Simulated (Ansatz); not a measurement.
Reaction (formal exchange of groups at a P–P bond): `PP` + `C1C[SiH2]1` → `P[SiH]1CC1` + PH₃

Program: Ansatz. Geometries: PBE0-D4/def2-TZVP. ΔE: electronic, gas phase. CCSD(T)/CBS is the MP2 limit (def2-TZVPP, def2-QZVPP) plus CCSD(T) − MP2 in def2-TZVPP, frozen cores. This one scheme is used for every species. Functionals use def2-TZVPP. One conformer a species, not always the lowest.

Q: Is it downhill or uphill in electronic energy at CCSD(T)/CBS, and by how much? (An estimate is asked.)

A: The calculation gave: Downhill: ΔE = -26.7 kJ/mol.

Q: What do these levels give: revPBE-D4, BLYP-D4, r2SCANh-D4, r2SCAN0-D4, ωB97X-V, ωB97M-V, B2PLYP, PBE, HF/def2-TZVPP, CCSD/def2-TZVPP, HF/def2-QZVPP, SCS-MP2/def2-QZVPP? (Estimate.)

A: The calculation gave: revPBE-D4 -25.9, BLYP-D4 -24.2, r2SCANh-D4 -28.1, r2SCAN0-D4 -28.2, ωB97X-V -27.1, ωB97M-V -26.2, B2PLYP -25.0, PBE -25.4, HF/def2-TZVPP -21.7, CCSD/def2-TZVPP -27.9, HF/def2-QZVPP -21.3, SCS-MP2/def2-QZVPP -25.3 kJ/mol.

Largest T1 diagnostic among the species: 0.014.

At CCSD(T), def2-SVP lies −5.1 kJ/mol from the extrapolated value and def2-TZVPP −2.2 kJ/mol. In def2-TZVPP, CCSD(T) changes the Hartree–Fock value by −7.2 kJ/mol (the triples alone add −1.0 kJ/mol) and MP2 by −7.6 kJ/mol.
